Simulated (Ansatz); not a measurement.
lead atom (Pb), triplet (core potentials on Pb); BLYP/def2-SVP (Ansatz, a first-principles code).

The Ansatz input:
Ansatz 0.2 input:
```yaml
crystal:
  periodic: [false, false, false]
  atoms:
    - {symbol: Pb, position_ang: [0.00000000, 0.00000000, 0.00000000]}
basis:
  gaussian:
    orbitals: def2-SVP
    final_grid: {core_spheres: 6, valence_spheres: 12, degree: 29}
hamiltonian:
  xc: blyp
magnetization: {spin_polarized: true, initial_magnetization: 2}
```

The log (banner, timings and long lists left out):

```
Functional definition: BLYP
296 factors; their error is unknown
mean field evaluation 1: about -5246.4977 eV, gradient 1.9e0 eV
mean field evaluation 2: about -5246.4966 eV, gradient 2.3e0 eV
mean field evaluation 4: about -5246.5309 eV, gradient 1.2e0 eV
mean field evaluation 8: about -5246.5421 eV, gradient 2.5e-2 eV
mean field evaluation 16: about -5246.5421 eV, gradient 3.4e-2 eV
mean field evaluation 32: about -5246.5422 eV, gradient 1.6e-5 eV
mean field -5246.54215341 eV, -192.8068679040 hartree, gradient 1.6e-5 eV, S^2 2.000925; 1 other end points of the search recorded, 0 dependent functions left out
reference -5246.54234525 eV, -192.8068749538 hartree; 12, 10 occupied and 14, 16 virtual orbitals, 296 factors
Total energy: -5246.54234525 eV, -192.8068749538 hartree
```
